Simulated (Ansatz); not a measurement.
A correction line for MP2/def2-TZVPP: atomisation energy

The atomisation energy (no zero-point term) in kJ/mol of 8 molecular compounds of N: x at MP2/def2-TZVPP, y at CCSD(T)/CBS estimate. Shapes, held fixed at every level: PBE0-D4/def2-TZVP. Flexible molecules stand in one conformer, not always the lowest. Programs: Ansatz 0.2.0.

| molecule | x (kJ/mol) | y (kJ/mol) |
| --- | --- | --- |
| BSi2NH8 (SMILES BN[SiH2][SiH3]) | 3789 | 3894 |
| BSi3NH10 (SMILES BN([SiH3])[SiH2][SiH3]) | 4687 | 4820 |
| CH9B2NSi (SMILES BN(B)[SiH2]C) | 5016 | 5087 |
| C3H9NSi (SMILES C=CN(C)[SiH3]) | 5133 | 5219 |
| C2H11NSi2 (SMILES C[SiH2]N(C)[SiH3]) | 5449 | 5577 |
| C2H10BNSi (SMILES BN[SiH](C)C) | 5481 | 5573 |
| C2H10BNSi2 (SMILES BN(C=C)[SiH2][SiH3]) | 5625 | ? |
| C6H16BN (SMILES BN(CC)C(C)(C)C) | 9338 | 9445 |

Problem. Fit y = c + s·x to the known rows and predict y for C2H10BNSi2.

Solution. 
1. Means of the 7 rows: x = 5556.14, y = 5659.3.
2. Σ(Δx)² = 18668577, Σ(Δx·Δy) = 18676722, so the slope is 18676722/18668577 = 1.0004.
3. Intercept: 5659.3 − (1.0004) × 5556.14 = 100.9. The largest residual of the fit is 32.
4. C2H10BNSi2: 100.9 + 1.0004 × 5625 = 5728 kJ/mol.

CCSD(T)/CBS estimate gives 5729 kJ/mol, so the prediction is off by -1 kJ/mol, within the largest residual. Uncorrected, MP2/def2-TZVPP misses C2H10BNSi2 by -104 kJ/mol, and the other rows by 103 on average. The line removes about 100 % of this miss, partly by chance. C6H16BN lies far out in x and weighs most in the slope. Left out in turn, the other rows are missed by 24 kJ/mol on average, so much of the error is systematic among these molecules. The CBS estimate extrapolates MP2 from def2-TZVPP and def2-QZVPP and adds CCSD(T) − MP2 in the triple-zeta set, cores frozen.
